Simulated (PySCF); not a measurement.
## GaSn and its ions

r²SCAN; Ga cc-pVDZ-PP with ECP10, Sn cc-pVDZ-PP with ECP28; scalar-relativistic core potentials (PySCF 2.14). Neutral (UKS): quartet (σ ↑, π ↑↑), Re = 2.667 Å, ωe = 182 cm⁻¹, De = 2.28 eV, HOMO -4.80 eV, LUMO -3.00 eV.

GaSn⁺ (UKS): triplet (σ ↑, π ↑), Re = 3.051 Å, ωe = 106 cm⁻¹, De = 1.25 eV to Ga⁺ + Sn. The energies at the minima are -473.73958 hartree for GaSn and -473.47911 for GaSn⁺.

Problem. Work out the adiabatic ionisation energy, without and with harmonic zero-point energies (1 hartree = 27.2114 eV, 1 eV = 8065.5 cm⁻¹), and the change of the bond length.

Solution. At r²SCAN: 0.26047 hartree = 7.088 eV between the minima; the zero-point term (106.0 − 182.0)/2 cm⁻¹ = -0.005 eV makes it 7.083 eV. Re changes by +38.4 pm against the neutral. The electron leaves a π orbital, and the ion is left as a loose complex of an ion and an atom.

Spin–orbit coupling is left out, which matters for elements this heavy, above all for dissociation energies. For an ion De counts to the pair picked by the measured ionisation energies or electron affinities, which need not be the lowest pair at this level. States were picked by a PBE0 search and need not be the measured ground states.
